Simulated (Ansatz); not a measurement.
The cluster Al4P3⁺. The state is a singlet with charge 1. Geometry PBE-D4/def2-SVP; atoms count from 1.

```xyz
7

Al   -0.401   -0.076   -2.273
Al   -0.468   -2.691   -1.316
Al   -0.259    0.421    2.256
Al    1.885    1.952    1.353
P    -0.319    1.397   -0.316
P     0.902   -0.471    0.023
P    -1.340   -0.531    0.273
```

The restricted singlet is unstable towards broken spin symmetry in Hartree–Fock (as tested in another run); at PBE0-D4/def2-TZVP this wasn't settled. The structure comes from a short search, and lower isomers may exist.

Q: Estimate the Mulliken populations from the PBE0/def2-TZVP orbitals of Ansatz.

A: 
| atom | charge (e) |
| --- | --- |
| Al1 | 0.29 |
| Al2 | 0.37 |
| Al3 | 0.29 |
| Al4 | 0.37 |
| P5 | -0.08 |
| P6 | -0.14 |
| P7 | -0.08 |
Mulliken values and Mayer orders depend strongly on the basis.

Q: And the Mayer bond orders between bonded heavy atoms (over 0.3)?

A: Al1–Al2 0.45 (2.79 Å); Al1–P5 0.59 (2.45 Å); Al1–P6 0.39 (2.67 Å); Al1–P7 0.31 (2.75 Å); Al3–Al4 0.45 (2.79 Å); Al3–P5 0.31 (2.75 Å); Al3–P6 0.39 (2.67 Å); Al3–P7 0.60 (2.45 Å); P5–P6 0.95 (2.26 Å); P5–P7 0.94 (2.26 Å); P6–P7 0.95 (2.26 Å). Values over 0.3 also appear between atoms too far apart for a bond (Al2–P7 0.32 at 2.82 Å; Al4–P5 0.32 at 2.82 Å); they arise where an orbital or an unpaired electron spreads over both atoms.
